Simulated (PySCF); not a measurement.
Compound: C4H9F2O (charge +1).
SMILES with atom numbers: `[CH3:1][C@@H:2]([F:3])[O+:4]([CH3:5])[CH2:6][F:7]` (hydrogens: H8, H9, H10 on C1; H11 on C2; H12, H13, H14 on C5; H15, H16 on C6)

Computed geometry: GFN2-xTB, gas phase.

**Question.** List the bond lengths, angles and torsions at this level.

**Answer.** 
```
                  bond  length (Å)   order
                 C1–C2       1.506  single
                 C2–F3       1.348  single
                 C2–O4       1.488  single
                 O4–C5       1.454  single
                 O4–C6       1.459  single
                 C6–F7       1.332  single
  C1–H8, C1–H9, C1–H10       1.088  single
                C2–H11       1.099  single
C5–H12, C5–H13, C5–H14       1.090  single
                C6–H15       1.100  single
                C6–H16       1.097  single
```

Bonds in one row agree within 0.01 Å and their mean is given. Orders are formal, as drawn. A selection of angles:
```
     angle  degrees
  C2–C1–H8    111.8
  C2–C1–H9    108.1
 C2–C1–H10    110.5
  H8–C1–H9    107.6
 H8–C1–H10    110.6
  C1–C2–F3    112.5
  C1–C2–O4    111.7
 C1–C2–H11    112.6
  F3–C2–O4    105.4
 F3–C2–H11    108.7
 O4–C2–H11    105.6
  C2–O4–C5    113.5
  C2–O4–C6    111.7
  C5–O4–C6    111.7
 O4–C5–H12    107.7
 O4–C5–H13    111.4
H12–C5–H13    110.4
  O4–C6–F7    106.0
 O4–C6–H15    111.5
 O4–C6–H16    108.0
 F7–C6–H15    109.4
 F7–C6–H16    108.9
H15–C6–H16    112.7
```

Torsions: C1–C2–O4–C5 -64° (synclinal); C2–O4–C6–F7 -64° (synclinal).

Of the pairs four or more bonds apart, F7···H11 is among the closest relative to their van der Waals radii: 2.29 Å, 86 % of the sum of Bondi's values. O4 (oxonium oxygen) is pyramidal (angles 113.5°, 111.7° and 111.7°, sum 336.9°, 0.42 Å off the plane of its three neighbours). The 3 C–O bonds span 1.454 Å (O4–C5, drawn single) to 1.488 Å (C2–O4, drawn single), a spread of 0.034 Å.

Point group: C1 (no symmetry element, even within 0.4 Å). Whether it is a minimum is left open (no frequencies).

One conformer stands for the species.
